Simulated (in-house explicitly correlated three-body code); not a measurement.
Computed with an exponentially correlated three-body code. Model: two electrons around a point charge, non-relativistic, variational in 260 exponentially correlated functions (energies converged to about 1e-7 hartree, or 1e-8 relative for large Z).

For two electrons in a singlet the Kohn-Sham orbital is the square root of half the density, so the exact Kohn-Sham potential and energy parts follow from the density alone, and exchange is minus half the Hartree energy. The Kohn-Sham level equals minus the binding energy of the second electron.

Command:
```bash
python run_hyl.py task.json out
```
Settings (lengths in bohr, energies in hartree):
```
Z                      1.26
interaction_strength   1
functions              260
states_tried           13
```

Time taken, with all properties: 40 s on 1 thread of Intel(R) Xeon(R) Platinum 8259CL CPU @ 2.50GHz (Skylake/Cascade Lake) (shared host).

**Those bound S and P states to n = 4 that converged, binding against the one-electron ion.**

Given: nuclear charge 1.26.

Computed: one-electron threshold -0.7938 hartree.

| term | energy (hartree) | binding (eV) | quantum defect |
| --- | --- | --- | --- |
| 1 1S | -0.952438043 | 4.3168 | 0.53841 |
| 2 3S | -0.811104733 | 0.47089 | 0.60242 |
| 2 1S | ? | ? | ? |
| 2 3P | -0.802475194 | 0.23606 | 0.026129 |
| 2 1P | -0.802284283 | 0.23087 | 0.0040449 |
| 3 3S | ? | ? | ? |
| 3 1S | -0.798760166 | 0.13497 | 0.38958 |
| 3 3P | -0.797629965 | 0.10422 | 0.029285 |
| 3 1P | -0.797564255 | 0.10243 | 0.0034685 |
| 4 3S | -0.796713561 | 0.079282 | 0.59399 |
| 4 3P | -0.795944821 | 0.058364 | - |
| 4 1P | -0.795915562 | 0.057567 | - |

Task: What belongs in the row 2 1S?

Result: energy (hartree): -0.80697038; binding (eV): 0.35838; quantum defect: 0.39801.

Task: What belongs in the row 3 3S?

Result: energy (hartree): -0.799647083; binding (eV): 0.15911; quantum defect: 0.5957.

**Electric-dipole lines between converged S and P states, rate of the upper state's decay.**

```csv
s state,p state,p minus s (eV),oscillator strength from s,rate (1/s)
1 1S,2 1P,4.0859,0.038189,9.2215e+06
1 1S,3 1P,4.2143,0.012037,3.0921e+06
1 1S,4 1P,?,?,?
2 1S,2 1P,0.12752,0.80806,190040
2 1S,3 1P,0.25595,0.00064126,607.64
2 1S,4 1P,0.30082,0.0016178,2117.5
3 1S,2 1P,-0.095896,-0.36764,146700
3 1S,3 1P,0.032542,1.2833,19656
3 1S,4 1P,0.077406,0.0016224,140.6
2 3S,2 3P,0.23482,0.87404,697100
2 3S,3 3P,0.36667,0.027702,53869
2 3S,4 3P,0.41252,0.0056195,13832
3 3S,2 3P,-0.076957,-0.46988,120750
3 3S,3 3P,0.054889,1.3345,58154
3 3S,4 3P,?,?,?
4 3S,2 3P,-0.15678,-0.024809,26461
4 3S,3 3P,-0.024937,-0.91472,24681
4 3S,4 3P,0.020918,1.7517,11087
```

Task: What belongs in the row 1 1S 4 1P?

Result: p minus s (eV): 4.2592; oscillator strength from s: 0.0051589; rate (1/s): 1.3536e+06.

Task: What belongs in the row 3 3S 4 3P?

Result: p minus s (eV): 0.10074; oscillator strength from s: 0.066072; rate (1/s): 9699.3.

**Functionals on the exact density and self-consistent, errors are functional minus exact, hybrids only self-consistent, a dash where a self-consistent run leaves the top level unbound.**

```tsv
result	exchange error (millihartree)	correlation error (millihartree)	functional driven error (millihartree)	density driven error (millihartree)	self consistent total error (millihartree)	top level plus exact binding (eV)
OLYP	-6.6538	4.4168	-2.237	-1.2581	-3.4951	4.0872
BLYP	-7.2249	4.4168	-2.8081	-0.95037	-3.7585	4.0194
LDA PW92	72.866	-45.972	26.894	-1.029	25.865	3.9681
PBEsol	?	?	?	?	?	?
RPBE	-11.302	4.5217	-6.7805	-0.84433	-7.6249	4.0001
r2SCAN0	-	-	-	-	1.5463	2.6322
PW91	-2.9657	2.3404	-0.62535	-0.70092	-1.3263	3.9725
PBE	-1.2543	4.5217	3.2674	-0.64168	2.6257	4.0164
SCAN	-7.1724	6.9544	-0.21798	-0.1524	-0.37038	3.7729
BP86	?	?	?	?	?	?
LDA VWN5	72.866	-46.07	26.796	-1.0173	25.779	3.9686
HSE06	-	-	-	-	2.9294	3.2202
wB97X	-	-	-	-	-3.2402	0.22042
r2SCAN	-7.1724	6.9544	-0.21798	-0.1524	-0.37038	3.7729
revTPSS	-6.2762	-0.43201	-6.7083	-0.19272	-6.901	3.7924
M06-L	-8.3414	6.9262	-1.4152	-2.2807	-3.6959	3.8474
TPSS	-7.0978	3.1226	-3.9752	-0.29038	-4.2656	3.8921
PBE0	-	-	-	-	3.4815	2.8189
B3LYP VWN-RPA	-	-	-	-	-11.345	2.9333
AM05	54.405	-34.538	19.867	-0.77907	19.088	4.0921
```

Task: What belongs in the row PBEsol?

Result: exchange error (millihartree): 25.136; correlation error (millihartree): -4.1618; functional driven error (millihartree): 20.974; density driven error (millihartree): -0.67357; self consistent total error (millihartree): 20.3; top level plus exact binding (eV): 4.0858.

Task: What belongs in the row BP86?

Result: exchange error (millihartree): -7.2249; correlation error (millihartree): -1.3995; functional driven error (millihartree): -8.6244; density driven error (millihartree): -0.4783; self consistent total error (millihartree): -9.1027; top level plus exact binding (eV): 3.8875.

**Density and exact potentials over r, pair density (one pair, times 4 pi r12^2) and exact minus Kohn-Sham pair density over r12.**

| radius (bohr) | radial density (electrons/bohr) | exchange potential (hartree) | intracule density (1/bohr) | Coulomb hole against Kohn-Sham (1/bohr) | correlation potential (hartree) |
| --- | --- | --- | --- | --- | --- |
| 0.171 | 0.17858 | -0.92968 | 0.0049455 | -0.007312 | -0.058 |
| 0.202 | 0.23095 | -0.9233 | 0.0070247 | -0.009924 | -0.054 |
| 0.24 | 0.29715 | -0.9146 | 0.010107 | -0.01351 | -0.049 |
| 0.284 | 0.37402 | -0.90349 | 0.01442 | -0.01807 | -0.043 |
| 0.336 | 0.46203 | -0.88922 | 0.02054 | -0.02387 | -0.036 |
| 0.397 | 0.5579 | -0.87127 | 0.029101 | -0.03094 | -0.027 |
| 0.47 | 0.65868 | -0.84862 | 0.041201 | -0.03937 | -0.017 |
| 0.556 | 0.75541 | -0.82098 | 0.057791 | -0.04864 | -0.006 |
| 0.658 | 0.83913 | -0.7877 | 0.080199 | -0.05792 | 0.006 |
| 0.779 | 0.89891 | -0.74855 | 0.10956 | -0.06564 | 0.017 |
| 0.922 | 0.92439 | -0.70381 | 0.14629 | -0.06954 | 0.027 |
| 1.09 | 0.90899 | -0.65431 | 0.18931 | -0.06706 | 0.035 |
| 1.29 | 0.851 | -0.60042 | 0.23616 | -0.05607 | 0.039 |
| 1.53 | 0.75385 | -0.54309 | 0.28111 | -0.03594 | 0.039 |
| 1.81 | ? | ? | ? | ? | ? |
| 2.14 | ? | ? | ? | ? | ? |
| 2.53 | 0.36482 | -0.37479 | 0.30803 | 0.03407 | 0.019 |
| 3 | 0.24564 | -0.32336 | 0.26078 | 0.0396 | 0.012 |
| 3.55 | 0.15133 | -0.27724 | 0.19416 | 0.0325 | 0.006 |
| 4.2 | 0.083557 | -0.23632 | 0.12423 | 0.0191 | 0.003 |
| 4.97 | 0.040434 | -0.20059 | 0.066636 | 0.007019 | 0.001 |
| 5.88 | 0.016749 | -0.16988 | 0.029272 | 0.0004422 | 0 |
| 6.96 | 0.0057415 | -0.14363 | 0.010231 | -0.001285 | 0 |

Task: What belongs in the row 1.81?

Result: radial density (electrons/bohr): 0.63127; exchange potential (hartree): -0.4856; intracule density (1/bohr): 0.31391; Coulomb hole against Kohn-Sham (1/bohr): -0.01002; correlation potential (hartree): 0.035.

Task: What belongs in the row 2.14?

Result: radial density (electrons/bohr): 0.49683; exchange potential (hartree): -0.42902; intracule density (1/bohr): 0.32529; Coulomb hole against Kohn-Sham (1/bohr): 0.01578; correlation potential (hartree): 0.028.

The density-driven part is never positive, since each functional's own density lowers its energy. Here it is small beside the functional-driven part (median ratio 0.12), the normal case.
